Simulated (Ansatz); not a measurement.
`[GaH2][I]` + `F[SiH2]N[SiH3]` → `F[SiH2][N]([SiH3])[GaH2]` + HI  (ligand exchange at a Ga–I bond)

Calculated with Ansatz (gas phase, PBE0-D4/def2-TZVP geometries, no zero-point term in ΔE). CCSD(T)/CBS adds triple-zeta CCSD(T) − MP2 to the extrapolated MP2 energy (def2 sets, frozen cores). This one scheme is used for every species. DFT in def2-TZVPP. def2 core potentials past Kr. For Ga, I outer-core shells are correlated without core-valence functions, which leaves a few kJ/mol of doubt a bond. Scalar relativity is left out up to krypton. Each species was taken in one conformer, which may not be the lowest.

(1) Is it downhill or uphill in electronic energy at CCSD(T)/CBS, and by how much? (An estimate is asked.)

(2) What do these levels give: PBE0-D4, B2PLYP, r2SCAN, HF/def2-TZVPP, MP2/def2-TZVPP, HF/CBS(def2)? (Estimate.)

Largest T1 diagnostic among the species: 0.013.

Results:

(1) Computed: Uphill: ΔE = +0.79 eV.

(2) Ansatz gave: PBE0-D4 0.88, B2PLYP 0.87, r2SCAN 0.87, HF/def2-TZVPP 1.07, MP2/def2-TZVPP 0.77, HF/CBS(def2) 1.06 eV.

From PBE to PBE0 (25 % exact exchange), in def2-TZVPP and without D4, ΔE moves by +0.04 eV. The D4 term adds −0.12 eV with B3LYP and −0.07 eV with PBE0; it sums over pairs of atoms, weighted by their polarisabilities, and B3LYP, whose exchange is more repulsive, gets the larger term.

B3LYP here is the variant with VWN-RPA as its local correlation; programs differ in this.
